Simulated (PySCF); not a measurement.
CH9BGeO2Si, SMILES OB(O)[SiH2][CH2][GeH3] (GFN2-xTB optimised geometry):

```
15

O      0.802    -1.025     0.000
B     -0.555    -1.025     0.000
O     -1.281    -2.163     0.022
Si    -1.385     0.759     0.000
C     -0.058     1.999    -0.588
Ge     1.773     1.609     0.022
H      1.277    -1.861     0.017
H     -0.812    -3.002     0.040
H     -2.568     0.944    -0.863
H     -1.825     1.205     1.339
H     -0.319     3.002    -0.253
H     -0.042     2.036    -1.677
H      2.547     2.910     0.052
H      2.568     0.737    -0.897
H      1.873     1.073     1.414
```

Computed with PBE/def2-TZVP run with PySCF.

Question: What are the frontier orbital energies and the dipole moment?

Answer: HOMO-2 -7.44 eV, HOMO-1 -7.05 eV, HOMO -6.76 eV, LUMO -1.19 eV, LUMO+1 -0.72 eV; dipole moment 3.29 D.

Meta-Löwdin charges at PBE/def2-TZVP: O1 -0.47, B2 0.22, O3 -0.48, Si4 0.43, C5 -0.62, Ge6 0.32, H7 0.34, H8 0.33, H9 -0.08, H10 -0.08, H11 0.14, H12 0.14, H13 -0.08, H14 -0.06, H15 -0.06.
